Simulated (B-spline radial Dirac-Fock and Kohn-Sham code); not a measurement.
# Dipole and non-dipole photoemission parameters of Os 4p1/2

System: the Os atom in the configuration [Xe] 4f14 5d6 6s2; threshold 549.1 eV (tabulated edge). Level of theory: Dirac-Hartree-Slater photoionisation with a Latter tail; cross sections with all multipoles, angular parameters from the dipole term and its interference with E2; a radial finite-basis atomic code.

The run's input, task.json:

```json
{"items": [{
  "Z": 76,
  "q": 0,
  "cfg": [[1, 0, 2], [2, 0, 2], [2, 1, 6], [3, 0, 2], [3, 1, 6], [3, 2, 10], [4, 0, 2], [4, 1, 6], [4, 2, 10], [4, 3, 14], [5, 0, 2], [5, 1, 6], [5, 2, 6], [6, 0, 2]],
  "A": 192,
  "rrms": 5.4126,
  "do": "xps",
  "hv": [53.6, 60.6, 66.7, 81.8, 193.0, 200, 320.0, 400, 461.0, 688.0, 771.0, 773.0, 778.0, 1000, 1840.0, 2000, 2480.0, 2984.4, 3220.0, 3990.0, 4000, 5230.0, 6000, 6960.0, 7420.0, 7690.0, 7800.0, 7840.0, 11100.0, 15000],
  "edges": {"K": 73871.0, "L1": 12968.0, "L2": 12385.0, "L3": 10871.0, "M1": 3049.0, "M2": 2792.0, "M3": 2457.0, "M4": 2031.0, "M5": 1960.0, "N1": 658.2, "N2": 549.1, "N3": 470.7, "N4": 293.1, "N5": 278.5, "O1": 84.0}
}]}
```

Run with: `python xray2_run.py task.json out`

For linearly polarised light dσ/dΩ = σ/(4π) [1 + β P₂(cos θ) + (δ + γ cos²θ) sin θ cos φ], with θ from the polarisation vector and φ the angle between the beam and the projection of the electron momentum on the plane normal to the polarisation.

| hν (eV) | σ (kb) | β | γ | δ |
| --- | --- | --- | --- | --- |
| 688 | 48.2 | 0.132 | -0.159 | 0.121 |
| 771 | 46.9 | 0.545 | 0.068 | 0.106 |
| 773 | 46.9 | 0.553 | 0.073 | 0.105 |
| 778 | 46.8 | 0.572 | 0.086 | 0.104 |
| 1000 | 41.5 | 1.106 | 0.420 | 0.056 |
| 1840 | ? | ? | ? | ? |
| 2000 | 20.3 | 1.613 | 0.229 | 0.002 |
| 2480 | 15.0 | 1.661 | 0.103 | -0.002 |
| 2984.4 | 11.2 | 1.682 | 0.024 | -0.004 |
| 3220 | 9.92 | 1.687 | 0.003 | -0.004 |
| 3990 | 6.87 | 1.689 | -0.013 | -0.005 |
| 4000 | 6.84 | 1.689 | -0.013 | -0.005 |
| 5230 | 4.17 | 1.674 | 0.061 | -0.005 |
| 6000 | 3.19 | 1.659 | 0.138 | -0.004 |
| 6960 | 2.36 | 1.639 | 0.249 | -0.002 |
| 7420 | 2.07 | 1.629 | 0.305 | -0.001 |
| 7690 | 1.92 | 1.624 | 0.339 | 0.000 |
| 7800 | 1.87 | 1.621 | 0.352 | 0.000 |
| 7840 | 1.85 | 1.620 | 0.357 | 0.000 |
| 11100 | 0.863 | 1.553 | 0.761 | 0.012 |
| 15000 | 0.427 | 1.480 | 1.195 | 0.031 |

Q: Give the values at 1840 eV.

A: σ = 22.6 kb, β = 1.586, γ = 0.283, δ = 0.004.

Values without a named source are computed, but for edge energies of neutral atoms, which are taken from tables.
